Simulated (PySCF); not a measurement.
Selenium: highly charged ions in a basis for the neutral atom

Se²¹⁺ [Ne] 3s2 3p1, Se²²⁺ [Ne] 3s2. All numbers are calculated (PySCF 2.14, scalar relativity by spin-free X2C-1e, in jorge-DZP-DKH (8s6p2d1f, 43 functions)). No spin-orbit coupling, so a gap to NIST mixes the basis error with missing relativistic terms.

Changed run: basis of the neutral atom used for a highly charged ion. This setting is unsound on purpose.

```csv
species,method,sound run (hartree),changed run (hartree),converged
Se²¹⁺,UHF,not run,-2161.65759,yes
Se²¹⁺,M06-L,not run,-2162.24029,yes
Se²¹⁺,B3LYP,not run,-2162.22689,yes
Se²²⁺,UHF,not run,-2129.41547,yes
Se²²⁺,M06-L,not run,-2129.97017,yes
Se²²⁺,B3LYP,not run,-2129.90449,yes
```

Ionisation energy of Se²¹⁺:

```csv
method,changed run (eV),NIST (eV)
UHF,877.35,887 ± 4
M06-L,878.11,887 ± 4
B3LYP,879.54,887 ± 4
```

The contracted functions were made for the neutral atom and can be too rigid for a highly charged ion.
